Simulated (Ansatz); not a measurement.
Ideal-gas functions of `C=CCI` at 600 K and 1 bar, from an Ansatz frequency run at PBE0-D4/def2-TZVP.

Molar mass 167.98 g/mol, point group Cs (symmetry number 1), electronic degeneracy 1, moments of inertia 41.191, 251.427, 289.482 u Å². Harmonic wavenumbers (cm⁻¹, unscaled): 135, 192, 435, 546, 624, 854, 944, 965, 1008, 1053, 1159, 1240, 1320, 1438, 1448, 1732, 3092, 3130, 3143, 3163, 3253.

Use S(trans) = R[1.5 ln M + 2.5 ln T − 1.1517]; rotational temperatures θ = 24.2544 K / I; S(rot) = R[ln(√π/σ · √(T³/θAθBθC)) + 1.5]; for each mode x = 1.438777 ν̃/T, S = R[x/(eˣ − 1) − ln(1 − e⁻ˣ)] and H = RT x/(eˣ − 1); 1 cm⁻¹ = 0.0119627 kJ/mol; R = 8.31446 J/(mol·K).

Task: By hand: the entropy, in J/(mol·K).

Result: Translation 187.3. Rotation: θ = 0.5888, 0.0965, 0.0838 K, giving 119.2. Vibration, mode by mode: 17.73, 14.84, 8.33, 6.64, 5.70, 3.67, 3.10, 2.98, 2.74, 2.52, 2.06, 1.77, 1.52, 1.21, 1.19, 0.68, 0.04, 0.04, 0.04, 0.04, 0.03, in all 76.9. Electronic 0.0. Sum 383.4 J/(mol·K).

Task: By hand: H − E and G − E in kJ/mol, counted from the electronic energy.

Result: Zero-point energy ½ × 30874 × 0.0119627 = 184.7; thermal vibration 25.9; translation, rotation and pV give 4 RT = 20.0. H − E = 230.6 kJ/mol, and G − E = 230.6 − 600 × 383.4/1000 = 0.6 kJ/mol.

Vibration gives 20 % of the entropy, 17.7 J/(mol·K) of it from the mode under 150 cm⁻¹: soft modes count most, and the harmonic formula is weakest for them. The sum counts one conformer and one mirror image; others add a mixing term.
